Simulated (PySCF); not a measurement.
**Basis and Hamiltonian dependence of the ionisation energy of Zr⁺**

Zr⁺ [Kr] 4d2 5s1 (4F) → Zr²⁺ [Kr] 4d2 (3F). Calculated with PySCF 2.14 from differences of total energies of unrestricted determinants, without spin-orbit coupling. Values in eV.

```tsv
basis	Hamiltonian	functions	UHF	LDA	PBE0	MP2 (valence)	CCSD(T) (valence)	CCSD(T) (valence and next inner shell)
def2-SVP with the def2 core potential (28 electrons)	ECP	31	12.300	n/a	13.204	12.469	n/a	n/a
cc-pVDZ-PP with ECP28MDF	ECP	38	12.244	n/a	n/a	12.424	n/a	n/a
def2-TZVP with the def2 core potential (28 electrons)	ECP	40	12.303	n/a	n/a	12.491	n/a	n/a
x2c-SVPall	spin-free X2C	53	12.275	n/a	n/a	12.429	n/a	n/a
aug-cc-pVDZ-PP with ECP28MDF	ECP	54	12.254	13.638	13.163	12.442	12.520	n/a
def2-TZVPPD with the def2 core potential (28 electrons)	ECP	56	12.300	13.677	13.211	12.523	12.596	13.000
ANO-RCC-VTZP	spin-free X2C	68	12.269	13.646	13.168	12.494	12.570	12.950
x2c-TZVPPall	spin-free X2C	79	12.285	13.627	13.169	12.503	12.575	12.974
def2-QZVPPD with the def2 core potential (28 electrons)	ECP	81	12.297	13.697	13.225	12.532	12.608	13.017
x2c-TZVPPall with one added diffuse shell each of s, p, d, f type	spin-free X2C	95	12.284	13.630	13.171	12.504	12.577	12.978
aug-cc-pVTZ-DK	spin-free X2C	102	12.279	13.641	13.172	12.511	12.587	n/a
aug-cc-pVTZ-PP with one added diffuse shell each of s, p, d, f, g type with ECP28MDF	ECP	113	12.275	13.671	13.202	12.507	n/a	n/a
aug-cc-pwCVTZ-PP with ECP28MDF	ECP	122	12.271	13.673	13.200	12.511	n/a	n/a
dyall-av2z	non-relativistic	136	11.967	13.284	12.828	12.165	n/a	n/a
```

Frozen in the all-electron rows: valence: [Kr]; valence and next inner shell: [Ar] 3d10; with a core potential, the same shells as far as they lie outside it.

Non-relativistic rows lack the scalar-relativistic shift.

Between the lowest levels the reference is 13.13 eV (measured; NIST Atomic Spectra Database, ionization energies); it includes spin-orbit coupling, which these numbers lack.
